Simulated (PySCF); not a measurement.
A structure optimised at PBE0-D3(BJ)/def2-SVP, used in a PySCF frequency run:

```xyz
10

C      0.0000    -1.1524    -0.6303
N      0.0000    -1.2318     0.6215
C      0.0000     0.0000     1.3813
N      0.0000     1.2318     0.6215
C      0.0000     1.1524    -0.6303
O      0.0000     0.0000    -1.3701
H      0.0000    -2.0326    -1.2838
H      0.8780     0.0000     2.0514
H     -0.8780     0.0000     2.0514
H      0.0000     2.0326    -1.2838
```

Task: Write its SMILES, formula and point group.

Result: C1=NCN=CO1, C3H4N2O, C2v

Task: What are its rotational constants (standard atomic weights)?

Result: 5.9958, 5.8325, 3.0113 GHz
